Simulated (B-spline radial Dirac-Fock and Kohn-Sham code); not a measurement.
## X-ray form factors of ruthenium in several charge states

Model: Dirac-Fock orbitals of the configuration average with a finite nucleus. Program: a radial finite-basis atomic code.

Configurations: Ru [Kr] 4d7 5s1; Ru²⁺ [Kr] 4d6; Ru⁴⁺ [Kr] 4d4; Ru⁵⁺ [Kr] 4d3. The first column is f₀ of Ru, the others are differences from it.

```
s (Å⁻¹)      Ru  Δ Ru²⁺  Δ Ru⁴⁺  Δ Ru⁵⁺
      0  44.000  -2.000  -4.000  -5.000
    0.1  40.769  -0.878  -2.354  -3.153
    0.2  35.086  -0.028  -0.581  -0.968
    0.3  29.869  +0.083  +0.076  +0.006
    0.4  25.756  +0.041  +0.172  +0.228
    0.5  22.705  +0.008  +0.103  +0.166
    0.7  18.561  -0.007  -0.015  -0.012
    0.9  15.415  -0.003  -0.028  -0.045
    1.1  12.631   0.000  -0.014  -0.025
    1.4   9.333   0.000  -0.002  -0.005
```

Values without a named source are computed, but for edge energies of neutral atoms, which are taken from tables.
